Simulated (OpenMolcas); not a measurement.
**Se3+: effect of the basis set**

```json
{
 "Program": "OpenMolcas 26.06",
 "Method": "RASSCF",
 "Active space": "1 electron in 9 orbitals (RAS2 4p; RAS3 4d 5s, at most 1 electron)",
 "State averaging": "2S+1 = 2 odd, 3 roots; 2S+1 = 2 even, 6 roots",
 "Spin-orbit coupling": "state interaction with AMFI integrals over the reference wave functions, term energies averaged over their components"
}
```

A. ANO-RCC-VQZP [7s6p4d2f1g], DKH2, point nucleus; cost of the order of 8 core-seconds
B. ANO-R3 [7s6p5d4f2g], X2C, finite nucleus; cost about 21 core-seconds
C. ANO-RCC [9s8p6d4f2g], DKH2, point nucleus; cost of the order of 16 core-seconds

Energies in cm⁻¹ above 4s² 4p ²P°_1/2, the measured ground level; measured values from Moore, Atomic Energy Levels, vol. II, NSRDS-NBS 35 (1971 reprint of NBS Circular 467, 1952).

```csv
Level,A,B,C,Measured
4s² 4p ²P°_1/2,0.0,0.0,0.0,0.0
4s² 4p ²P°_3/2,3910,3925,3973,4376
4s² 4d ²D_3/2,147045,151981,147034,153217
4s² 4d ²D_5/2,147322,152341,147322,153606
4s² 5s ²S_1/2,156723,158661,155454,157241
```

Deviations, from unrounded energies. A percentage is the sum of absolute deviations over the sum of measured energies, with the sign that they share, or ± where signs differ.

```tsv
Against measurement	Levels	A	B	C
mean absolute deviation (cm-1)	4	3400	1100	3700
fine structure of the ground term (%)	1	-10.6	-10.3	-9.2
other configurations (%)	3	-2.8	±0.8	-3.1
```

B lies closest to measurement on these levels and C furthest from it. The largest miss of B in the table is 4s² 5s ²S_1/2, by +1400 cm-1. The ranking rests on the paired levels alone, and a cruder setting can come out closer through cancelling errors.

Among A to C the level of the table that moves most is 4s² 4d ²D_5/2, by 5000 cm-1 (lowest in C, highest in B).

ANO sets are built for valence states and can reach diffuse excited orbitals poorly, and with the s shell closed the s pⁿ⁺¹ terms that mix with these levels are absent. With one active electron the reference holds no correlation, so core polarisation is missing. Measured partners are found by configuration, term and J. A level has none where our copy of the source lacks it or the pairing is in doubt (some pairs that miss far off the trend of their configuration count as doubtful), and it then counts in no deviation. Only configurations of the active space appear.

° marks odd parity.
